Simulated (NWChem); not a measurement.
GeHOBr, singlet; SMILES [OH][Ge][Br]

```xyz
4

Ge     0.4127     0.9824     0.0000
Br    -0.0456    -1.3211     0.0000
O     -1.2824     1.5376     0.0000
H     -1.3525     2.5015     0.0000
```
Atoms are numbered in this order, from 1.

All runs: NWChem. Low-valent species are run as closed-shell singlets; no triplet was tried in these runs. Structure relaxed at the PBE0/def2-SVP level. Ions are spin-unrestricted doublets at the neutral geometry; other ion states weren't tried.

**Question.** Estimate the computed values for Hartree-Fock/def2-SVP. Quantities: vertical ionisation energy, ΔSCF (eV); −ε(HOMO) (eV).

**Answer.** The vertical ionisation energy, ΔSCF (eV) is 9.14. The −ε(HOMO) (eV) is 9.95.
